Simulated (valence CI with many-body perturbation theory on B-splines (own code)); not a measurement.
# Gd³²⁺: electric-dipole lines

Computed by configuration interaction combined with many-body perturbation theory (CI+MBPT): four valence electrons over a frozen Dirac-Fock core [Ar] 3d10, radial functions for each j: 11 s, 11 p, 9 d, 7 f, 5 g, 2 h, 1 i, with the one-electron correlation potential Σ1 (screened to all orders), the two-electron term Σ2, the three-electron term Σ3, Breit, model QED; selected single and double excitations, second order for the rest (own B-spline code, finite nucleus).

The last digits are not significant, and no measured levels were compared; by estimate large intervals hold to a few tenths of a per cent, small ones and those within an open d or f shell to about a per cent.

Lines 101 to 150 of 226 in falling wavelength, among levels below 314.83 eV, chosen from the strongest by gf and those to the six lowest levels. Wavelengths and rates use the calculated energies. Electric multipoles are in the length gauge, E1 and E2 with the static RPA response of the core. Weak lines are less certain than strong ones. Lines between different terms over intervals too small for the method are left out, as are lines whose strength nearly cancels. Where a level lies close to another of its J and parity, the split of strength between their lines is uncertain. The highest levels of a list are the least certain.

Levels are named by their leading jj configuration (3d3/2^4 stands for four electrons in 3d with j = 3/2), which in mixed levels can hold well under half, so a name can repeat and another be missing. Letters in brackets count levels of one name in rising energy.

| λ vac (nm) | Upper | Lower | A (s⁻¹) | S (a.u.) with core polarisation | S without |
| --- | --- | --- | --- | --- | --- |
| 9.836 | (4s 4p1/2 4p3/2 4d5/2) J=2 [c] | (4s^2 4p1/2 4d3/2) J=1 | 1.06e+10 | 2.49e-02 | 2.66e-02 |
| 9.833 | (4s 4p1/2 4p3/2 4d5/2) J=1 [b] | (4s^2 4p1/2 4d3/2) J=1 | 2.25e+10 | 3.17e-02 | 3.38e-02 |
| 9.801 | (4s 4p1/2 4p3/2^2) J=1 [b] | (4s^2 4p1/2 4p3/2) J=2 | 1.83e+11 | 2.55e-01 | 2.73e-01 |
| 9.790 | (4s 4p1/2 4p3/2 4d3/2) J=1 [d] | (4s 4p1/2 4p3/2^2) J=1 [a] | 2.63e+10 | 3.66e-02 | 3.91e-02 |
| 9.777 | (4s 4p3/2^3) J=1 | (4s^2 4p3/2^2) J=0 | 7.92e+09 | 1.10e-02 | 1.18e-02 |
| 9.776 | (4s 4p1/2 4p3/2^2) J=2 [b] | (4s^2 4p1/2 4p3/2) J=2 | 1.52e+11 | 3.51e-01 | 3.76e-01 |
| 9.772 | (4s 4p1/2 4p3/2 4d5/2) J=2 [d] | (4s^2 4p1/2 4d5/2) J=3 | 2.00e+11 | 4.62e-01 | 4.94e-01 |
| 9.759 | (4s 4p1/2 4p3/2 4d5/2) J=2 [d] | (4s^2 4p1/2 4d3/2) J=1 | 1.09e+10 | 2.51e-02 | 2.67e-02 |
| 9.735 | (4s 4p1/2 4p3/2 4d5/2) J=2 [e] | (4s^2 4p1/2 4d5/2) J=2 | 1.05e+11 | 2.40e-01 | 2.56e-01 |
| 9.722 | (4p1/2^2 4p3/2^2) J=2 | (4s 4p1/2^2 4p3/2) J=2 | 9.10e+10 | 2.06e-01 | 2.20e-01 |
| 9.720 | (4s 4p1/2 4p3/2 4d3/2) J=2 [c] | (4s 4p1/2 4p3/2^2) J=3 | 1.11e+10 | 2.52e-02 | 2.68e-02 |
| 9.719 | (4s 4p1/2 4p3/2 4d5/2) J=1 [a] | (4s 4p1/2 4p3/2^2) J=2 [b] | 1.48e+10 | 2.01e-02 | 2.14e-02 |
| 9.711 | (4s 4p1/2 4p3/2 4d3/2) J=1 [c] | (4s^2 4p1/2 4d3/2) J=2 | 2.05e+11 | 2.78e-01 | 2.97e-01 |
| 9.705 | (4s^2 4p3/2 4d3/2) J=3 | (4s^2 4p3/2^2) J=2 | 1.11e+10 | 3.51e-02 | 3.75e-02 |
| 9.621 | (4p1/2 4p3/2^3) J=1 | (4s 4p1/2 4p3/2^2) J=2 [a] | 7.70e+10 | 1.02e-01 | 1.09e-01 |
| 9.576 | (4s 4p1/2 4p3/2 4d5/2) J=2 [e] | (4s^2 4p1/2 4d5/2) J=3 | 2.14e+10 | 4.64e-02 | 4.96e-02 |
| 9.545 | (4s 4p1/2 4p3/2^2) J=1 [b] | (4s^2 4p1/2 4p3/2) J=1 | 4.67e+09 | 6.01e-03 | 6.46e-03 |
| 9.521 | (4s 4p1/2 4p3/2^2) J=2 [b] | (4s^2 4p1/2 4p3/2) J=1 | 3.56e+10 | 7.59e-02 | 8.09e-02 |
| 9.503 | (4s 4p1/2 4p3/2 4d3/2) J=1 [e] | (4s^2 4p1/2 4d3/2) J=1 | 1.74e+11 | 2.21e-01 | 2.36e-01 |
| 9.499 | (4s 4p1/2 4p3/2 4d5/2) J=2 [a] | (4s 4p1/2 4p3/2^2) J=2 [a] | 5.22e+10 | 1.10e-01 | 1.18e-01 |
| 9.475 | (4s 4p1/2 4p3/2 4d5/2) J=2 [b] | (4s 4p1/2 4p3/2^2) J=3 | 1.06e+11 | 2.23e-01 | 2.38e-01 |
| 9.460 | (4s 4p1/2 4p3/2 4d5/2) J=3 [d] | (4s 4p1/2 4p3/2^2) J=2 [b] | 8.41e+10 | 2.46e-01 | 2.62e-01 |
| 9.437 | (4s 4p1/2 4p3/2 4d5/2) J=3 [a] | (4s 4p1/2 4p3/2^2) J=3 | 8.21e+10 | 2.38e-01 | 2.54e-01 |
| 9.434 | (4s 4p1/2 4p3/2 4d3/2) J=3 [b] | (4s 4p1/2 4p3/2^2) J=2 [a] | 4.29e+10 | 1.24e-01 | 1.33e-01 |
| 9.425 | (4s 4p1/2 4p3/2 4d3/2) J=0 [b] | (4s 4p1/2 4p3/2^2) J=1 [a] | 1.31e+11 | 5.40e-02 | 5.76e-02 |
| 9.361 | (4s 4p1/2 4p3/2 4d5/2) J=2 [c] | (4s 4p1/2 4p3/2^2) J=2 [b] | 7.20e+10 | 1.46e-01 | 1.56e-01 |
| 9.357 | (4s 4p1/2 4p3/2 4d5/2) J=1 [b] | (4s 4p1/2 4p3/2^2) J=2 [b] | 3.51e+10 | 4.26e-02 | 4.55e-02 |
| 9.351 | (4s 4p1/2^2 4d5/2) J=2 | (4s 4p1/2^2 4p3/2) J=1 | 1.87e+11 | 3.77e-01 | 4.02e-01 |
| 9.343 | (4s 4p1/2^2 4d5/2) J=3 | (4s 4p1/2^2 4p3/2) J=2 | 9.69e+10 | 2.73e-01 | 2.90e-01 |
| 9.338 | (4s 4p1/2 4p3/2 4d5/2) J=2 [c] | (4s 4p1/2 4p3/2^2) J=1 [b] | 1.55e+10 | 3.11e-02 | 3.32e-02 |
| 9.334 | (4s 4p1/2 4p3/2 4d5/2) J=1 [b] | (4s 4p1/2 4p3/2^2) J=1 [b] | 4.72e+10 | 5.68e-02 | 6.05e-02 |
| 9.306 | (4s^2 4p1/2 4d3/2) J=1 | (4s^2 4p1/2 4p3/2) J=2 | 6.44e+10 | 7.68e-02 | 8.21e-02 |
| 9.295 | (4s^2 4p1/2 4d5/2) J=3 | (4s^2 4p1/2 4p3/2) J=2 | 1.47e+11 | 4.08e-01 | 4.34e-01 |
| 9.291 | (4s 4p1/2 4p3/2 4d5/2) J=2 [d] | (4s 4p1/2 4p3/2^2) J=2 [b] | 1.31e+11 | 2.59e-01 | 2.77e-01 |
| 9.282 | (4s 4p1/2 4p3/2 4d5/2) J=0 | (4s 4p1/2 4p3/2^2) J=1 [b] | 2.98e+11 | 1.18e-01 | 1.26e-01 |
| 9.268 | (4s 4p1/2 4p3/2 4d5/2) J=2 [d] | (4s 4p1/2 4p3/2^2) J=1 [b] | 2.74e+10 | 5.39e-02 | 5.71e-02 |
| 9.227 | (4s 4p3/2^3) J=1 | (4s^2 4p3/2^2) J=2 | 3.26e+11 | 3.79e-01 | 4.05e-01 |
| 9.210 | (4s 4p1/2 4p3/2 4d3/2) J=1 [d] | (4s^2 4p1/2 4d3/2) J=2 | 6.48e+10 | 7.50e-02 | 8.01e-02 |
| 9.194 | (4s 4p1/2 4p3/2 4d3/2) J=1 [b] | (4s 4p1/2 4p3/2^2) J=2 [a] | 1.96e+10 | 2.26e-02 | 2.41e-02 |
| 9.150 | (4s^2 4p1/2 4d5/2) J=2 | (4s^2 4p1/2 4p3/2) J=2 | 1.31e+11 | 2.48e-01 | 2.65e-01 |
| 9.142 | (4s 4p1/2 4p3/2 4d5/2) J=1 [a] | (4s 4p1/2 4p3/2^2) J=0 | 1.55e+11 | 1.75e-01 | 1.86e-01 |
| 9.138 | (4s^2 4p1/2 4f5/2) J=3 | (4s^2 4p1/2 4d5/2) J=3 | 2.13e+10 | 5.61e-02 | 5.97e-02 |
| 9.114 | (4s 4p1/2 4p3/2 4d5/2) J=2 [e] | (4s 4p1/2 4p3/2^2) J=2 [b] | 8.47e+10 | 1.58e-01 | 1.69e-01 |
| 9.092 | (4s 4p1/2 4p3/2 4d5/2) J=2 [e] | (4s 4p1/2 4p3/2^2) J=1 [b] | 1.46e+11 | 2.71e-01 | 2.89e-01 |
| 9.075 | (4s^2 4p1/2 4d3/2) J=1 | (4s^2 4p1/2 4p3/2) J=1 | 1.46e+11 | 1.62e-01 | 1.73e-01 |
| 9.065 | (4s 4p1/2 4p3/2 4d5/2) J=4 [b] | (4s 4p1/2 4p3/2^2) J=3 | 1.62e+11 | 5.35e-01 | 5.68e-01 |
| 9.058 | (4s 4p1/2 4p3/2 4d3/2) J=1 [e] | (4s 4p1/2 4p3/2^2) J=2 [b] | 1.13e+11 | 1.24e-01 | 1.32e-01 |
| 9.037 | (4s 4p1/2 4p3/2 4d3/2) J=1 [e] | (4s 4p1/2 4p3/2^2) J=1 [b] | 1.25e+11 | 1.36e-01 | 1.45e-01 |
| 9.012 | (4s 4p1/2 4p3/2 4d5/2) J=2 [b] | (4s 4p1/2 4p3/2^2) J=2 [a] | 1.15e+11 | 2.08e-01 | 2.22e-01 |
| 9.006 | (4s 4p1/2 4p3/2 4d5/2) J=2 [c] | (4s 4p1/2 4p3/2^2) J=1 [a] | 2.46e+11 | 4.44e-01 | 4.73e-01 |
